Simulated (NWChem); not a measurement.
Program: NWChem. System: benzothiadiazole (C6H4N2S), charge 0, spin multiplicity 1, at a geometry optimised with PBE0/def2-SVP. Level: B2PLYP/def2-SVP, 13 core orbitals frozen.

Input file:

```
start mol
memory heap 200 mb stack 900 mb global 1100 mb
geometry units angstroms nocenter noautoz
  C     -0.714953     0.000000     2.405422
  C      0.714953     0.000000     2.405422
  C      1.437995     0.000000     1.241687
  C      0.724234     0.000000     0.010739
  N      1.249138     0.000000    -1.215602
  S      0.000000     0.000000    -2.254460
  N     -1.249138     0.000000    -1.215602
  C     -0.724234     0.000000     0.010739
  C     -1.437995     0.000000     1.241687
  H     -1.238048     0.000000     3.364820
  H      1.238048     0.000000     3.364820
  H      2.528928     0.000000     1.232991
  H     -2.528928     0.000000     1.232991
  symmetry group C2v
end
basis spherical
  * library def2-svp
end
dft
  xc hfexch 0.53 becke88 0.47 lyp 0.73 mp2 0.27
  dftmp2
  semidirect memsize 60000000 filesize 0
  iterations 100
end
mp2
  freeze core 13
end
task dft energy
```

Part of the output:

```
             Northwest Computational Chemistry Package (NWChem) 7.3.0
             --------------------------------------------------------

                                NWChem Input Module
                                -------------------

 Scaling coordinates for geometry "geometry" by  1.889725989
 (inverse scale =  0.529177249)

 Turning off AUTOSYM since
 SYMMETRY directive was detected!

                             Geometry "geometry" -> ""
                             -------------------------

 Output coordinates in angstroms (scale by  1.889725989 to convert to a.u.)

  No.       Tag          Charge          X              Y              Z
 ---- ---------------- ---------- -------------- -------------- --------------
    1 C                    6.0000    -0.71495300     0.00000000     2.40542200
    2 C                    6.0000     0.71495300     0.00000000     2.40542200
    3 C                    6.0000     1.43799500     0.00000000     1.24168700
    4 C                    6.0000     0.72423400     0.00000000     0.01073900
    5 N                    7.0000     1.24913800     0.00000000    -1.21560200
    6 S                   16.0000     0.00000000     0.00000000    -2.25446000
    7 N                    7.0000    -1.24913800     0.00000000    -1.21560200
    8 C                    6.0000    -0.72423400     0.00000000     0.01073900
    9 C                    6.0000    -1.43799500     0.00000000     1.24168700
   10 H                    1.0000    -1.23804800     0.00000000     3.36482000
   11 H                    1.0000     1.23804800     0.00000000     3.36482000
   12 H                    1.0000     2.52892800     0.00000000     1.23299100
   13 H                    1.0000    -2.52892800     0.00000000     1.23299100

 Effective nuclear repulsion energy (a.u.)     477.4790130023

            Nuclear Dipole moment (a.u.)
            ----------------------------
        X                 Y               Z
 ---------------- ---------------- ----------------
    -0.0000000000     0.0000000000     0.0000188973

      Symmetry information
      --------------------

 Group name             C2v
 Group number             16
 Group order               4
 No. of unique centers     7

      Symmetry unique atoms

     1    3    4    5    6   10   12


 Summary of "ao basis" -> "" (spherical)
 ------------------------------------------------------------------------------
       Tag                 Description            Shells   Functions and Types
 ---------------- ------------------------------  ------  ---------------------
 *                          def2-svp                  on all atoms

  dft_input: which_mp2 not specified, using semidirect MP2 by default.

                                 NWChem DFT Module
                                 -----------------

 Summary of "ao basis" -> "ao basis" (spherical)
 ------------------------------------------------------------------------------
       Tag                 Description            Shells   Functions and Types
 ---------------- ------------------------------  ------  ---------------------
 C                          def2-svp                 6       14   3s2p1d
 N                          def2-svp                 6       14   3s2p1d
 S                          def2-svp                 8       18   4s3p1d
 H                          def2-svp                 3        5   2s1p

 Summary of "ao basis" -> "ao basis" (spherical)
 ------------------------------------------------------------------------------
       Tag                 Description            Shells   Functions and Types
 ---------------- ------------------------------  ------  ---------------------
 C                          def2-svp                 6       14   3s2p1d
 N                          def2-svp                 6       14   3s2p1d
 S                          def2-svp                 8       18   4s3p1d
 H                          def2-svp                 3        5   2s1p

      Symmetry analysis of basis
      --------------------------

        a1         57
        a2         19
        b1         52
        b2         22

            General Information
            -------------------
          SCF calculation type: DFT
          Wavefunction type:  closed shell.
          No. of atoms     :    13
          No. of electrons :    70
           Alpha electrons :    35
            Beta electrons :    35
          Charge           :     0
          Spin multiplicity:     1
          Use of symmetry is: on ; symmetry adaption is: on
          Maximum number of iterations: 100
          AO basis - number of functions:   150
                     number of shells:    68
          Convergence on energy requested:  1.00D-06
          Convergence on density requested:  1.00D-05
          Convergence on gradient requested:  5.00D-04

              XC Information
              --------------
                     Hartree-Fock (Exact) Exchange  0.530
                    Becke 1988 Exchange Functional  0.470
              Lee-Yang-Parr Correlation Functional  0.730

             Grid Information
             ----------------
          Grid used for XC integration:  medium
          Radial quadrature: Mura-Knowles
          Angular quadrature: Lebedev.
          Tag              B.-S. Rad. Rad. Pts. Rad. Cut. Ang. Pts.
          ---              ---------- --------- --------- ---------
          C                   0.70       49          11.0       434
          N                   0.65       49          12.0       434
          S                   1.00       88          13.0       590
[...]
      One electron energy =    -1955.363841085078
           Coulomb energy =      813.055577934901
    Exchange-Corr. energy =      -72.610592825887
 Nuclear repulsion energy =      477.479013002288

 Numeric. integr. density =       70.000016541623

     Total iterative time =      4.6s

                  Occupations of the irreducible representations
                  ----------------------------------------------

                     irrep           alpha         beta
                     --------     --------     --------
                     a1               17.0         17.0
                     a2                2.0          2.0
                     b1               12.0         12.0
                     b2                4.0          4.0

                       DFT Final Molecular Orbital Analysis
                       ------------------------------------

 Vector   33  Occ=2.000000D+00  E=-3.695275D-01  Symmetry=b1
              MO Center=  4.2D-14,  4.5D-15, -1.2D+00, r^2= 3.0D+00
   Bfn.  Coefficient  Atom+Function         Bfn.  Coefficient  Atom+Function
  ----- ------------  ---------------      ----- ------------  ---------------
    60      0.408218   5 N  px               92      0.408218   7 N  px
    63     -0.307068   5 N  px               95     -0.307068   7 N  px
    78      0.162003   6 S  px               51      0.149184   4 C  pz
   111     -0.149184   8 C  pz               58     -0.145713   5 N  s
    90      0.145713   7 N  s                49     -0.111000   4 C  px

 Vector   34  Occ=2.000000D+00  E=-3.039025D-01  Symmetry=b2
              MO Center=  1.7D-16, -9.2D-17, -9.9D-02, r^2= 5.1D+00
   Bfn.  Coefficient  Atom+Function         Bfn.  Coefficient  Atom+Function
  ----- ------------  ---------------      ----- ------------  ---------------
    82      0.425670   6 S  py               79      0.306108   6 S  py
    47     -0.260827   4 C  py              107     -0.260827   8 C  py
     5      0.224347   1 C  py               19      0.224347   2 C  py
    50     -0.190601   4 C  py              110     -0.190601   8 C  py
    76      0.167739   6 S  py                8      0.164865   1 C  py

 Vector   35  Occ=2.000000D+00  E=-2.828414D-01  Symmetry=a2
              MO Center=  2.0D-15, -8.4D-17,  8.4D-01, r^2= 4.4D+00
   Bfn.  Coefficient  Atom+Function         Bfn.  Coefficient  Atom+Function
  ----- ------------  ---------------      ----- ------------  ---------------
    33      0.302903   3 C  py              121     -0.302903   9 C  py
    36      0.233428   3 C  py              124     -0.233428   9 C  py
    61      0.223785   5 N  py               93     -0.223785   7 N  py
    64     -0.199062   5 N  py               96      0.199062   7 N  py
     5     -0.197478   1 C  py               19      0.197478   2 C  py

 Vector   36  Occ=0.000000D+00  E=-4.122342D-02  Symmetry=b2
              MO Center= -8.5D-15, -4.8D-16, -2.4D-01, r^2= 5.4D+00
   Bfn.  Coefficient  Atom+Function         Bfn.  Coefficient  Atom+Function
  ----- ------------  ---------------      ----- ------------  ---------------
    82      0.424021   6 S  py               64     -0.314235   5 N  py
    96     -0.314235   7 N  py               61      0.288612   5 N  py
    93      0.288612   7 N  py               36      0.261725   3 C  py
   124      0.261725   9 C  py               79      0.235454   6 S  py
    33      0.204518   3 C  py              121      0.204518   9 C  py

 Vector   37  Occ=0.000000D+00  E= 6.215443D-02  Symmetry=a2
              MO Center=  2.2D-15, -5.8D-18,  1.1D+00, r^2= 4.2D+00
   Bfn.  Coefficient  Atom+Function         Bfn.  Coefficient  Atom+Function
  ----- ------------  ---------------      ----- ------------  ---------------
     8      0.509252   1 C  py               22     -0.509252   2 C  py
    50      0.416460   4 C  py              110     -0.416460   8 C  py
     5      0.309826   1 C  py               19     -0.309826   2 C  py
    47      0.287689   4 C  py              107     -0.287689   8 C  py
    64     -0.237446   5 N  py               96      0.237446   7 N  py

 Vector   38  Occ=0.000000D+00  E= 6.464774D-02  Symmetry=b2
              MO Center=  4.0D-15, -2.7D-16,  4.8D-01, r^2= 4.4D+00
   Bfn.  Coefficient  Atom+Function         Bfn.  Coefficient  Atom+Function
  ----- ------------  ---------------      ----- ------------  ---------------
    36      0.483872   3 C  py              124      0.483872   9 C  py
    50     -0.339596   4 C  py              110     -0.339596   8 C  py
    64      0.299529   5 N  py               96      0.299529   7 N  py
    33      0.283865   3 C  py              121      0.283865   9 C  py
     8     -0.236406   1 C  py               22     -0.236406   2 C  py

 center of mass
 --------------
 x =   0.00000000 y =   0.00000000 z =  -0.12599344

 moments of inertia (a.u.)
 ------------------
        1446.413793116677           0.000000000000           0.000000000000
           0.000000000000        1925.521611270347           0.000000000000
           0.000000000000           0.000000000000         479.107818153670

     Multipole analysis of the density
     ---------------------------------

     L   x y z        total         alpha         beta         nuclear
     -   - - -        -----         -----         ----         -------
     0   0 0 0     -0.000000    -35.000000    -35.000000     70.000000

     1   1 0 0     -0.000000     -0.000000     -0.000000     -0.000000
     1   0 1 0      0.000000      0.000000      0.000000      0.000000
     1   0 0 1      0.717826      0.358904      0.358904      0.000019

     2   2 0 0    -44.084608   -155.856061   -155.856061    267.627513
     2   1 1 0      0.000000      0.000000      0.000000      0.000000
     2   1 0 1      0.000000      0.000000      0.000000      0.000000
     2   0 2 0    -44.823536    -22.411768    -22.411768      0.000000
     2   0 1 1     -0.000000     -0.000000     -0.000000      0.000000
     2   0 0 2    -37.957069   -403.991257   -403.991257    770.025446

                   NWChem MP2 Semi-direct Energy/Gradient Module
                   ---------------------------------------------

  Basis functions       =    150
  Molecular orbitals    =    150
  Frozen core           =     13
  Frozen virtuals       =      0
  Active alpha occupied =     22
  Active beta occupied  =     22
  Active alpha virtual  =    115
  Active beta virtual   =    115
  Use MO symmetry       = T
  Use skeleton AO sym   = T

  AO/Fock/Back tols     =   1.0D-09  1.0D-09  1.0D-09

 GA uses MA = F    GA memory limited = T

 Available:
  local mem=  4.43D+07
 global mem=  1.44D+08
 local disk=  0.00D+00
  mp2_memr nvloc                   115
  nvloc new                   115
   1 passes of  22:        3145728                     110415                  90686388.
   1 passes of  22: M     44254535           G      144134200           F      41108807.
  mp2_memr nvloc                   115
  nvloc new                   115
   2 passes of  11:        3145728                      78157                  45362450.
   2 passes of  11: M     44254535           G      144134200           F      41108807.
  mp2_memr nvloc                   115
  nvloc new                   115
   3 passes of   8:        3145728                      69360                  33001376.
   3 passes of   8: M     44254535           G      144134200           F      41108807.

 Semi-direct pass number   1 of   3  for RHF alpha+beta  at        5.2s
  vrange nnbf                 10538
  mp2_eaftype                   125  avail_ma_in_mb                   385
 EAF : mp2_eaftype filesize         125   16500688.
  mp2_eaf for mointskh                    125
Node 0 wrote     77.6 Mb in      0.2 s     Agg I/O rate:   323.7 Mb/s
 Done moints_semi at       13.0s
  mp2_eaftype                   125  avail_ma_in_mb                   385
 EAF : mp2_eaftype filesize         125   16500688.
  mp2_eaf for kh                   125
 Done maket at       13.2s
 Semi-direct pass number   2 of   3  for RHF alpha+beta  at       13.2s
  vrange nnbf                 10538
  mp2_eaftype                   125  avail_ma_in_mb                   385
 EAF : mp2_eaftype filesize         125   16500688.
  mp2_eaf for mointskh                    125
Node 0 wrote     77.6 Mb in      0.1 s     Agg I/O rate:   565.0 Mb/s
 Done moints_semi at       20.9s
  mp2_eaftype                   125  avail_ma_in_mb                   385
 EAF : mp2_eaftype filesize         125   16500688.
  mp2_eaf for kh                   125
 Done maket at       21.1s
 Semi-direct pass number   3 of   3  for RHF alpha+beta  at       21.1s
  vrange nnbf                 10538
  mp2_eaftype                   125  avail_ma_in_mb                   385
 EAF : mp2_eaftype filesize         125   16500688.
  mp2_eaf for mointskh                    125
Node 0 wrote     58.2 Mb in      0.1 s     Agg I/O rate:   564.2 Mb/s
 Done moints_semi at       28.5s
  mp2_eaftype                   125  avail_ma_in_mb                   385
 EAF : mp2_eaftype filesize         125   16500688.
  mp2_eaf for kh                   125
 Done maket at       28.6s
 Done multipass loop at       28.6s

          -------------------------------------------
          DFT energy                    -737.439842973776
          Unscaled MP2 energy             -1.537382000804
          Total DFT+MP2 energy          -737.854936113993
          -------------------------------------------

 -----------------------
 Performance information
 -----------------------

 Timer overhead =  9.67D-08 seconds/call

               Nr. of calls         CPU time (s)                 Wall time (s)                GFlops
             ---------------    -------------------     ------------------------------   -------------------
Name         Min   Avg   Max    Min     Avg     Max     Min     Avg     Max   Mx/calls   Min     Max     Sum
mp2: moin     3     3     3    23.     23.     23.      23.     23.     23.     7.6      0.0     0.0     0.0
mp2: make     3     3     3   0.57    0.57    0.57     0.57    0.57    0.57    0.19      0.0     0.0     0.0
mp2: tota     1     1     1    24.     24.     24.      24.     24.     24.     24.      0.0     0.0     0.0

 The average no. of pstat calls per process was 7.00D+00
 with a timing overhead of 6.77D-07s

 Task  times  cpu:       28.6s     wall:       28.6s

 Total times  cpu:       28.6s     wall:       28.6s
```
